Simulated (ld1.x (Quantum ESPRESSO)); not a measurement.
PBE RRKJ dataset for barium, non-relativistic all-electron reference.

```json
{
  "Element": "barium",
  "Generator": "ld1.x (Quantum ESPRESSO) 7.5",
  "Type": "norm-conserving RRKJ (Kleinman–Bylander form)",
  "Functional": "PBE",
  "Relativity": "non-relativistic",
  "Frozen core": "[Kr] 4d10 5s2",
  "Valence charge": "8",
  "Reference configuration": "5p6 5d0 6s2 6p0",
  "Partial waves": "5p (bound): rc 2.75 bohr; 5d (bound, empty): rc 4.20 bohr; 6s (bound): rc 4.20 bohr",
  "Local potential": "the s channel",
  "Core correction": "Bessel-smoothed model core inside 2.45 bohr"
}
```

Does the generator finish with these settings?

Yes, a potential is produced.

Estimate the cutoffs (Ry, on a coarse ladder) from which the occupation-weighted sum of valence levels, in a spherical-Bessel basis at the reference potential, stays within 10 and 1 mRy of its value at 400 Ry.

15 Ry and 21 Ry.

Does the potential have ghost states?

No extra level below or beside the all-electron valence levels (p, d, s, f tested).

Which valence shell sets the plane-wave cutoff?

5p: its level needs 18 Ry to come within 1 mRy, against 6 Ry for 6s.

Tests: 5p6 5d0 6s1 6p0; 5p6 5d0 6s0 6p0; 5p6 5d0 6s1.5 6p0; 5p6 5d1 6s1 6p0; 5p6 5d1 6s0 6p0; 5p6 5d0.5 6s1.5 6p0; 5p6 5d0 6s0 6p2. Which has the largest error in its energy relative to the reference configuration, and how large is it?

5p6 5d0 6s0 6p2, with -722 meV (all-electron minus pseudo) on +3.67 eV.
